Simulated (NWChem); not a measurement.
System: CH$_{9}$NSi$_{2}$; SMILES [Si@@H](C)([SiH3])N

```xyz
13

C     -1.5413     1.3098     0.2532
Si     0.0414     0.5171    -0.4041
N      1.4278     1.3622     0.2751
Si     0.0132    -1.8009     0.0833
H     -1.5422     2.3979     0.0397
H     -1.6298     1.1711     1.3503
H     -2.4355     0.8536    -0.2180
H      0.1449     0.6867    -1.8988
H      1.5501     1.3022     1.2914
H      2.3321     1.1830    -0.1727
H      1.2635    -2.4766    -0.4250
H     -0.0225    -2.0066     1.5799
H     -1.1722    -2.5316    -0.5006
```
Atoms are numbered in this order, from 1.

All runs: NWChem. Pople sets run with spherical d functions. The geometry was optimised at PBE-D3(BJ)/def2-SVP. No frequency run checked for a minimum. Ions are spin-unrestricted doublets at the neutral geometry; other ion states weren't tried.

For level M06-2X/6-31G*:

```yaml
vertical ionisation energy, ΔSCF (eV): 8.93
"−ε(HOMO) (eV)": 7.89
```

Q: How do the values read with level PBE0/6-31G* instead?

A: 
| Property | Value |
|---|---|
| vertical ionisation energy, ΔSCF (eV) | 8.70 |
| −ε(HOMO) (eV) | 6.72 |
